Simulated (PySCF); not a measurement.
Radial density of N⁺ (nitrogen, charge +1)

B3LYP, [He] 2s2 2p1 3s1, high-spin 3P determinant (an excited configuration). Calculation: PySCF 2.14, in aug-cc-pVTZ (5s4p3d2f, 46 functions); the non-relativistic Hamiltonian (point nucleus).

```tsv
r (bohr)	4πr²ρ (e/bohr)	4πr²(ρα − ρβ)
0.00424	0.04429	0.0002
0.00713	0.1209	0.0004
0.0120	0.3184	0.0011
0.0202	0.8051	0.0029
0.0339	1.879	0.0071
0.0571	3.863	0.0153
0.0960	6.386	0.0300
0.161	7.389	0.0611
0.272	4.819	0.1661
0.457	2.007	0.5114
0.768	2.565	0.9157
1.29	2.004	0.5933
2.17	0.4884	0.2422
3.66	0.3246	0.3197
6.15	0.06146	0.0615
10.3	6.059e-05	0.0001
```

The outer electron is Rydberg-like, and this basis confines it to a smaller radius and binds it less than a complete one would.
